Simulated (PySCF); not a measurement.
As4.

```xyz
4

As    -0.8702     0.8702    -0.8702
As     0.8702     0.8702     0.8702
As     0.8702    -0.8702    -0.8702
As    -0.8702    -0.8702     0.8702
```
Charge 0, spin multiplicity 1.

The structure is a stationary point at B3LYP-D3(BJ)/def2-SVP.

Calculation: KT2/pcSseg-1 run with PySCF. Non-relativistic, no solvent.

Task: Give the absolute GIAO shielding of each atom: isotropic value and principal components (ppm). (The exact figures need the calculation; the answer reports its results.)

Result: 
| atom | σ(iso) | σ11 | σ22 | σ33 | span |
|---|---|---|---|---|---|
| As1 | 2351.0 | 1762.6 | 2645.1 | 2645.1 | 882.5 |
| As2 | 2351.0 | 1762.6 | 2645.1 | 2645.1 | 882.5 |
| As3 | 2351.0 | 1762.6 | 2645.1 | 2645.1 | 882.5 |
| As4 | 2351.0 | 1762.6 | 2645.1 | 2645.1 | 882.5 |
